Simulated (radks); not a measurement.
Results of a calculation; reference values are marked as such.
Task: Species: W+. Configuration: [Xe] 4f14 5d4 6s1 (the NIST ground configuration). Level of theory: Dirac Kohn-Sham, PBEsol, spin-unpolarised, spherical densities, finite nucleus; open shells are shared between the two j in proportion to 2j + 1; Fermi nuclear charge, rms radius 5.3658 fm (a radial shooting solver on a logarithmic mesh with Libxc functionals). Some entries of the table are withheld. Estimate them.

orbital,occ.,eigenvalue (eV),r(max) (bohr),<r^2> (bohr^2)
1s1/2,2,-69353.78,0.01146,0.0004634
2s1/2,2,-11969.38,0.06590,0.007067
2p1/2,2,-11450.04,(1),0.005044
2p3/2,4,-10098.14,(2),0.006244
3s1/2,2,-2762.002,0.1856,0.04617
3p1/2,2,(3),0.1737,(4)
3p3/2,4,(5),0.1878,(6)
3d3/2,4,-1845.584,0.1470,(7)
3d5/2,6,-1781.994,0.1509,(8)
4s1/2,2,-575.3610,0.4212,0.2285
4p1/2,2,-479.0444,0.4208,(9)
4p3/2,4,-411.2178,0.4505,(10)
4d3/2,4,-252.7195,0.4471,0.2957
4d5/2,6,-240.2205,0.4565,0.3091
5s1/2,2,-86.3881,0.9634,1.283
5p1/2,2,-57.8410,1.033,1.572
5p3/2,4,-47.9950,1.118,1.865
4f5/2,6,-41.8935,0.4259,0.4568
4f7/2,8,-39.6549,0.4309,0.4725
5d3/2,1.6,-12.2491,1.462,4.410
6s1/2,1,-12.2208,2.565,9.806
5d5/2,2.4,-11.4682,1.509,4.755

Result: 
(1) 2p1/2 r(max) (bohr): 0.04897
(2) 2p3/2 r(max) (bohr): 0.05581
(3) 3p1/2 eigenvalue (eV): -2529.958
(4) 3p1/2 <r^2> (bohr^2): 0.04235
(5) 3p3/2 eigenvalue (eV): -2237.671
(6) 3p3/2 <r^2> (bohr^2): 0.04894
(7) 3d3/2 <r^2> (bohr^2): 0.03793
(8) 3d5/2 <r^2> (bohr^2): 0.03974
(9) 4p1/2 <r^2> (bohr^2): 0.2356
(10) 4p3/2 <r^2> (bohr^2): 0.2711
